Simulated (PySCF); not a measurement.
CH3AlF2, SMILES [CH3][Al]([F])[F]. Atoms are numbered in the order given.

```xyz
7

Al     0.0497     0.0435     0.0003
C     -1.4815    -1.1332    -0.0383
H     -1.2742    -2.0135    -0.6695
H     -2.3790    -0.6313    -0.4308
H     -1.7075    -1.5098     0.9732
F     -0.0049     1.6045    -0.5645
F      1.5165    -0.4502     0.6037
```

Coordinates come from a B3LYP-D3(BJ)/def2-SVP optimisation. The isomer is the one that the SMILES or the coordinates give; other isomers of the formula were not compared.

Computed with PySCF with PBE/def2-TZVPD.

ESP charges are fitted to the potential on shells at 1.4 to 2.0 van der Waals radii. Atomic charges (e):

| atom | meta-Löwdin | ESP fit |
|---|---|---|
| Al1 | 1.29 | 1.25 |
| C2 | -0.67 | -1.04 |
| H3 | 0.15 | 0.24 |
| H4 | 0.15 | 0.24 |
| H5 | 0.15 | 0.24 |
| F6 | -0.53 | -0.47 |
| F7 | -0.53 | -0.47 |
